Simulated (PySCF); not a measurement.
# Static response to an electric field

Compound: C₄H₉FSi₃.
Cartesian coordinates in Å at the GFN2-xTB level; atoms count from 1:
```xyz
17
C4H9FSi3 angstrom
F     -2.1458   -2.3795   -0.0754
Si    -2.6309   -0.8659    0.2358
C     -1.6463   -0.1155    1.6878
Si    -0.6964    1.0689    0.5015
C      1.0892    0.6259    0.3290
C      2.2519    0.3049    0.2181
Si     4.0247   -0.1942    0.0498
C     -1.7813    0.3797   -0.9333
H     -4.0781   -0.9795    0.2885
H     -2.2516    0.3939    2.4329
H     -1.0201   -0.8231    2.2250
H     -0.8402    2.5023    0.7810
H      4.1353   -1.1299   -1.0719
H      4.4399   -0.8325    1.3020
H      4.8172    1.0130   -0.2031
H     -2.4484    1.1140   -1.3764
H     -1.2262   -0.0706   -1.7520
```

Level: CAM-B3LYP/def2-SVPD (PySCF), static field, nuclei fixed, core orbitals frozen in the response. The polarisability tensor in these axes (au):

```
x   164.20   2.53  -2.46
y     2.53 104.97   0.64
z    -2.46   0.64 100.77
```

Diagonalise the tensor; give its mean and Δα, where Δα² is half the sum of the squared differences of the eigenvalues.

Principal values 100.54, 104.99 and 164.40 au; mean 123.31 au = 18.27 Å³ = 20.33 × 10⁻⁴⁰ C²·m²/J; Δα = 61.75 au (50 % of the mean).

What is the dipole moment, and where does it point?

(-0.17, 1.56, 0.31) D, 1.60 D in size, pointing from the negative to the positive side. Measured along this direction, the outermost atoms are F1 at the negative end and H12 at the positive end.

Give the principal axes and the span of the nuclei along them.

Largest value along (1.00, 0.04, -0.04), where the nuclei span 8.98 Å; middle along (-0.03, 0.98, 0.17), 4.91 Å; least along (0.04, -0.17, 0.98), 4.05 Å. The response follows the extents in order.

Find the Langevin capture rate constant for H3+ (3.023 u) meeting this molecule (160.000 u), k = 2.342 × 10⁻⁹ cm³/s × √(α in Å³ / reduced mass in u).

The reduced mass is 2.97 u, so k = 5.81 × 10⁻⁹ cm³/s. The formula leaves out the permanent dipole, which adds to the capture rate.

What molar refraction does this α imply?

Lorentz–Lorenz: R = (4π/3)N_A α = 2.5225 cm³/(mol·Å³) × 18.27 Å³ = 46.1 cm³/mol, in the limit of long wavelengths.

What are the principal values of the traceless quadrupole moment, Θ = ½Σq(3rr − r²1), about the centre of nuclear charge?

-12.52, 0.17, 12.35 D·Å. The values depend on the origin, since the dipole doesn't vanish. The electronic extent ⟨r²⟩ about the same centre is 2545 bohr², a root-mean-square distance of 2.91 Å for the 84 electrons.

How large is μ²/3kT at 400 K beside α?

In Gaussian units μ²/3kT = 15.41 Å³ against 18.27 Å³, a ratio of 0.84; the Debye molar polarisation (4π/3)N_A(α + μ²/3kT) is 85.0 cm³/mol, leaving out the vibrational part.

Geometry: GFN2-xTB; no solvent, vibrations or thermal averaging.
